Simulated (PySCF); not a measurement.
**Si+: excitation energy**

Si+ [Ne] 3s2 3p1 (2P) → Si+ [Ne] 3s1 3p2 (4P), as a difference of total energies. Computed with PySCF 2.14 in def2-QZVPPD, with no relativity, point nucleus. Correlated levels: valence: [Ne] frozen. The calculations carry no spin-orbit coupling.

Question: Order these methods by the excitation energy they give, lowest first.
A. CCSD (valence)
B. MP2 (valence)
C. SCS-MP2 (valence)
D. CCSD(T) (valence)

Answer: B (4.787 eV), A (5.079 eV), D (5.108 eV), C (5.152 eV).

Errors of the correlated levels include the incompleteness of this basis and the frozen core.

For comparison: 5.308 eV (measured; NIST levels, between the centres of gravity of the two terms).
